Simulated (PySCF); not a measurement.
CaHg: from constants to spectrum

RHF-CCSD(T) constants of CaHg, ¹Σ⁺ (singlet), closed shell (Ca def2-SVP, Hg def2-SVP with ECP60; scalar-relativistic core potentials (PySCF 2.14); masses 39.9626 and 201.9706 u):

- ωe: 32.1 cm⁻¹
- ωexe: 0.509 cm⁻¹
- Be: 0.028861 cm⁻¹
- αe: 0.000495 cm⁻¹
- D (centrifugal): 9.34e-08 cm⁻¹
- De to Ca + Hg: 0.056 eV

(1) Give the band origin of the fundamental and the first lines of its P and R branches.

(2) Near which J would the R branch turn back, without centrifugal distortion?

Correlated steps freeze 5 core orbitals. The bond is weak. Basis-set superposition, not corrected here, can be much of De in a small basis, most of all at correlated wavefunction levels. Spin–orbit coupling is left out.

Answers

(1) ν0 = ωe − 2ωexe = 31.1 cm⁻¹, B0 = 0.028614, B1 = 0.028119 cm⁻¹.

| J″ | P(J″) − ν0 | R(J″) − ν0 |
| --- | --- | --- |
| 0 |  | 0.056 |
| 1 | -0.057 | 0.111 |
| 2 | -0.115 | 0.166 |
| 3 | -0.175 | 0.219 |
| 4 | -0.235 | 0.271 |
| 5 | -0.296 | 0.322 |
| 6 | -0.358 | 0.373 |

(2) At J ≈ (B0 + B1)/(2(B0 − B1)) − 1 ≈ 56.
